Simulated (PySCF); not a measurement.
C2H8FNSi2, SMILES N[SiH2]/C(F)=C\[SiH3].

Geometry optimised at TPSSh-D3(BJ)/def2-SVP. The structure was generated by enumeration; whether it is a known compound was not checked. Other conformers were not sampled.

Two levels are set side by side: TDDFT-PBE/def2-SVPD (PySCF) and TDDFT-CAM-B3LYP/def2-SVPD (PySCF). Vertical, same geometry. The lowest singlet is HOMO→LUMO 87 % with PBE and HOMO→LUMO 53 %, HOMO−1→LUMO 37 % with the other functional; states are paired by order. Differences are taken from unrounded values.

| quantity | TDDFT-CAM-B3LYP | TDDFT-PBE | TDDFT-PBE minus TDDFT-CAM-B3LYP |
|---|---|---|---|
| lowest singlet excitation (eV) | 5.86 | 4.45 | -1.41 |
| lowest triplet excitation (TDA) (eV) | 3.79 | 3.77 | -0.02 |
| first bright state (f over 0.05) (eV) | 5.86 | 5.46 | -0.40 |
| its oscillator strength | 0.08 | 0.16 | 0.08 |

A lower first singlet is the usual sign of a functional without exact exchange. Differences between two approximate levels are no errors against the true value.

Rough cost on one machine, each run with all the roots and properties that it gave: TDDFT-CAM-B3LYP against TDDFT-PBE about 7 times.
